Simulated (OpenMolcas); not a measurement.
## Ti2+, Zr2+, Hf2+: d² down the group

```
Program             : OpenMolcas 26.06
Method              : CASSCF
Basis               : ANO-R2
Scalar Hamiltonian  : X2C, finite nucleus
Spin-orbit coupling : RASSI with atomic mean-field integrals over the reference wave functions, term energies averaged over their components
```

Active space for each ion: 2 electrons in 6 orbitals (d s).

Computed levels in cm-1 above ³F₂:

| Level | Ti2+ | Zr2+ | Hf2+ |
| --- | --- | --- | --- |
| ³F₃ | 191 | 705 | 3844 |
| ³F₄ | 439 | 1552 | 7203 |
| ³P₀ | 13690 | 10089 | 10995 |
| ³P₁ | 13756 | 10357 | 13148 |
| ³P₂ | 13894 | 10883 | 15197 |
| ¹G₄ | 17822 | 13712 | 17461 |
| ¹S₀ | 43179 | 30235 | 41546 |
| weight of ³F in the lowest level (%) | 100 | 99 | 84 |

Measured, with the error of the calculation in %. Measured levels: Ti2+ from Corliss and Sugar, J. Phys. Chem. Ref. Data 8, 1 (1979); Zr2+ from Moore, Atomic Energy Levels, vol. II, NSRDS-NBS 35 (1971 reprint of NBS Circular 467, 1952); NIST levels as listed in Rynkun, Gaigalas and Jonsson, Astron. Astrophys. 637, A10 (2020).

```
Level           Ti2+           Zr2+
  ³F₃     185 (+3.0)     681 (+3.5)
  ³F₄     420 (+4.5)    1486 (+4.4)
  ³P₀  10538 (+29.9)   8062 (+25.1)
  ³P₁  10604 (+29.7)   8326 (+24.4)
  ³P₂  10721 (+29.6)   8838 (+23.1)
  ¹G₄  14398 (+23.8)  11049 (+24.1)
  ¹S₀  32476 (+33.0)  23979 (+26.1)
```

The fine-structure level ³F₄ changes by a factor of 16.4 from Ti2+ to Hf2+.

Without spin-orbit coupling ³P lies 13565, 9652, 9305 cm-1 above ³F in that order; the difference to the level ³P₀, of either sign, comes from spin-orbit coupling, which also lowers the zero.

Without dynamic correlation excited terms often stand tens of per cent too high (terms of higher spin than the ground term too low), and those without a measured partner can miss by more than the paired ones. Terms from blocks run as CI alone lack orbitals of their own. Configurations are named by rounded mean occupations; where the s occupation lies near a half they are strongly mixed, a name can repeat and a true partner stay unpaired (holds for Hf2+). Computed and measured levels are paired by configuration, term and J; levels that our copy of the source lacks, or whose pairing is in doubt (as where it misses far off the trend of its configuration), stay unpaired and out of the deviations. Only configurations of the active space appear.
